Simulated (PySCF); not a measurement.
**Basis and Hamiltonian dependence of the ionisation energy of La²⁺**

La²⁺ [Xe] 5d1 (2D) → La³⁺ [Xe] (1S). Calculated with PySCF 2.14 from differences of total energies of unrestricted determinants, without spin-orbit coupling. Values in eV.

```tsv
basis	Hamiltonian	functions	UHF	PBE	PBE0	MP2 (valence)	CCSD(T) (valence)
def2-TZVP with the def2 core potential (46 electrons)	ECP	40	18.139	n/a	n/a	18.424	n/a
def2-TZVPPD with the def2 core potential (46 electrons)	ECP	59	18.160	19.090	19.049	18.612	18.686
ANO-RCC-VDZP	spin-free X2C	68	18.070	n/a	n/a	18.587	18.692
def2-QZVPPD with the def2 core potential (46 electrons)	ECP	81	18.174	19.099	19.058	18.721	18.814
cc-pVDZ-X2C	spin-free X2C	84	18.203	19.295	19.227	18.716	18.826
x2c-TZVPPall	spin-free X2C	97	18.162	19.269	19.195	18.626	18.728
ANO-RCC-VTZP	spin-free X2C	104	18.226	19.322	19.254	18.837	18.945
x2c-TZVPPall with one added diffuse shell each of s, p, d type	spin-free X2C	106	18.163	19.270	19.196	18.628	18.730
x2c-QZVPPall	spin-free X2C	151	18.218	19.316	19.244	18.801	n/a
```

Frozen in the all-electron rows: valence: [Kr] 4d10; with a core potential, the same shells as far as they lie outside it.

Between the lowest levels the reference is 19.177 eV (measured; NIST Atomic Spectra Database, ionization energies); it includes spin-orbit coupling, which these numbers lack.
